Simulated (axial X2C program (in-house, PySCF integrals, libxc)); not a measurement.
## Levels of RbH⁻ by electron attachment to RbH (EOM-EA-CCSD)

Computed with an in-house all-electron X2C program for linear molecules (integrals from PySCF): two-component X2C with atomic mean-field Coulomb and Gaunt terms, Gaussian nuclei, basis Rb dyall-acv3z, H dyall-av3z with contracted cores.

R = 2.263 Å (0.960 times 2.357 Å, the PBE0 minimum at charge 0 for the lowest determinant).

Levels of RbH⁻ obtained by attaching an electron to RbH:

| Ω | binding energy (eV) | above lowest (cm⁻¹) | attached spinor | one-particle weight |
| --- | --- | --- | --- | --- |
| 1/2 | 0.250 | 0 | 58% Rb sσ, 39% Rb pσ | 0.99 |
| 1/2 | -0.121 | 2991 | 98% Rb pπ | 1.00 |
| 3/2 | -0.122 | 2997 | 98% Rb pπ | 1.00 |
| 1/2 | -0.154 | 3258 | 63% Rb pσ, 35% Rb sσ | 1.00 |
| 1/2 | -0.289 | 4347 | 59% Rb sσ, 39% Rb pσ | 1.00 |
| 1/2 | -0.442 | 5577 | 89% Rb pπ, 11% Rb dπ | 1.00 |
| 3/2 | -0.444 | 5594 | 89% Rb pπ, 11% Rb dπ | 1.00 |

Negative binding energies belong to unbound states, resonances or levels that the basis set holds; within some tenths of an eV of zero the sign is not settled.

This point took 8.2 s on 1 thread of Intel(R) Xeon(R) 6975P-C (Granite Rapids), with other jobs on the host.

Reference electrons by ω block (each with its −ω partner): 1/2: 13, 3/2: 5, 5/2: 1. 10 electrons of RbH correlated (inner shells frozen), 92 natural virtual spinors (a truncated set); levels can be off by some tenths of an eV. Roots sought by Ω: (1/2: 5, 3/2: 4, 5/2: 2, 7/2: 1); rows need 60 % one-particle weight and stop where some Ω has no more roots. Missing are any skipped roots, higher Ω and states of a further excitation; these come out far too high here and may in truth be low or lowest. T1 of the reference 0.016 (Lee–Taylor). Number of frozen shells: Rb 3 s, 2 p, 1 d; H none.
